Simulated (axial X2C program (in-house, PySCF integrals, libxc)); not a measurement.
**Bond lengths and stretching modes, held linear, of HGaH⁻**

Computed with an in-house all-electron X2C program for linear molecules (integrals from PySCF): two-component X2C with atomic mean-field Coulomb and Gaunt terms, Gaussian nuclei, basis H dyall-v3z, Ga dyall-v3z with contracted cores. Spin-free rows use the one-electron spin-free X2C Hamiltonian.

Masses H 1.008, Ga 68.926, H 1.008 u. States: 2c Ω = 1 (beyond evenly filled blocks: ω = -1/2, ω = 3/2); spin-free M_S = 1, Λ = 0 (beyond evenly filled blocks: π+α, π-α).

MP2, 2c: energies above the lowest point

| r(H–Ga) (Å) | r(Ga–H) (Å) | E (meV) |
| --- | --- | --- |
| 1.4791 | 1.4791 | 6.00 |
| 1.4791 | 1.5170 | 3.00 |
| 1.4791 | 1.5549 | 23.15 |
| 1.5170 | 1.4791 | 3.00 |
| 1.5170 | 1.5170 | 0.00 |
| 1.5170 | 1.5549 | 20.09 |
| 1.5170 | 1.5928 | 59.83 |
| 1.5549 | 1.4791 | 23.15 |
| 1.5549 | 1.5170 | 20.09 |
| 1.5549 | 1.5549 | 40.10 |
| 1.5928 | 1.5170 | 59.83 |
| 1.5928 | 1.5928 | 119.25 |

Problem. Fit a quadratic surface with cubic terms in each bond: where is the minimum, and what are the two stretching wavenumbers?

Solution. At MP2, 2c: bonds 1.502 and 1.502 Å; harmonic stretches 2138.0 and 2176.1 cm⁻¹; force constants 2.72, 2.72 and coupling -0.01 mdyn/Å.

The other levels and Hamiltonians give:

| Hamiltonian | level | r(H–Ga) (Å) | r(Ga–H) (Å) | lower stretch (cm⁻¹) | upper stretch (cm⁻¹) |
| --- | --- | --- | --- | --- | --- |
| 2c | PBE0 | 1.516 | 1.516 | 2073.6 | 2114.3 |
| 2c | HF | 1.531 | 1.531 | 2081.5 | 2112.4 |
| 2c | BHandHLYP | 1.510 | 1.510 | 2119.5 | 2157.5 |
| spin-free | PBE0 | 1.516 | 1.516 | 2074.5 | 2115.2 |
| spin-free | HF | 1.530 | 1.530 | 2082.4 | 2113.2 |
| spin-free | BHandHLYP | 1.509 | 1.509 | 2120.4 | 2158.4 |
| spin-free | MP2 | 1.502 | 1.502 | 2139.0 | 2177.0 |

Each state is one determinant, the lowest of a limited PBE0 search; the stretches come from a fit to these few points and carry an uncertainty of a few per cent. Other orders of the atoms were not compared. MP2 freezes inner shells (threshold -2 hartree). For an anion the highest level of a functional can be positive, and the basis then holds the extra electron. The molecule was held linear; bending was not examined, so a bent shape may lie lower. Open-shell Ω = 0 determinants with evenly filled partner blocks cannot be reached by this program, so the Ω shown need not be the lowest component. Note: several unpaired electrons, one determinant need not be a pure state.
